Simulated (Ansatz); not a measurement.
C6H18GaN3, SMILES `C[N](C)[Ga]([N](C)C)[N](C)C`, relaxed with RKS PBE0-D4/def2-TZVP in Ansatz 0.2.0 from a GFN2-xTB geometry. The force threshold is 0.005 eV/Å; the program also tests the step.

Total charge 0; spin multiplicity 1.

Start:

```xyz
28

C     0.644    2.791    0.183
N     1.178    1.446    0.105
C     2.549    1.427   -0.370
Ga    0.021   -0.020   -0.102
N    -1.820    0.326   -0.253
C    -2.363    1.181   -1.292
C    -2.785   -0.648    0.216
N     0.557   -1.681    0.593
C     0.132   -2.937    0.004
C     1.815   -1.805    1.301
H     0.705    3.328   -0.775
H    -0.400    2.740    0.497
H     1.205    3.370    0.927
H     2.662    1.929   -1.342
H     3.203    1.936    0.350
H     2.883    0.392   -0.471
H    -2.754    0.607   -2.144
H    -1.582    1.853   -1.653
H    -3.185    1.785   -0.888
H    -3.187   -1.273   -0.595
H    -2.309   -1.290    0.959
H    -3.630   -0.132    0.690
H     0.895   -3.366   -0.662
H    -0.783   -2.776   -0.571
H    -0.076   -3.671    0.792
H     1.697   -2.491    2.150
H     2.105   -0.825    1.684
H     2.623   -2.196    0.666
```

```
step  energy (eV)  largest force (eV/Å)  largest move (Å)
   1  -63348.5268                 0.789             0.000
   2  -63348.6614                 0.424             0.095
   3  -63348.7219                 0.137             0.088
   4  -63348.7362                 0.018             0.074
   5  -63348.7389                 0.170             0.117
   6  -63348.7440                 0.026             0.013
   7  -63348.7449                 0.002             0.022
   8  -63348.7453                 0.008             0.031
   9  -63348.7453                 0.004             0.007
```

End:

```xyz
28

C     0.610    2.810    0.111
N     1.083    1.467   -0.080
C     2.495    1.395   -0.338
Ga    0.000    0.000   -0.002
N    -1.780    0.158   -0.374
C    -2.322    1.183   -1.224
C    -2.780   -0.729    0.153
N     0.697   -1.625    0.452
C     0.119   -2.876    0.043
C     1.878   -1.783    1.255
H     0.769    3.436   -0.781
H    -0.458    2.821    0.338
H     1.128    3.307    0.946
H     2.773    1.975   -1.232
H     3.090    1.794    0.499
H     2.810    0.363   -0.509
H    -2.868    0.752   -2.078
H    -1.529    1.815   -1.630
H    -3.030    1.834   -0.687
H    -3.314   -1.271   -0.643
H    -2.334   -1.470    0.820
H    -3.541   -0.182    0.732
H     0.834   -3.483   -0.534
H    -0.756   -2.715   -0.590
H    -0.198   -3.487    0.903
H     1.674   -2.370    2.164
H     2.268   -0.814    1.574
H     2.682   -2.305    0.712
```

Run time 69 s (4 threads of an AMD EPYC 7R13 on a shared host and a share of an NVIDIA H100 80 GB); peak host memory 1.2 GiB.
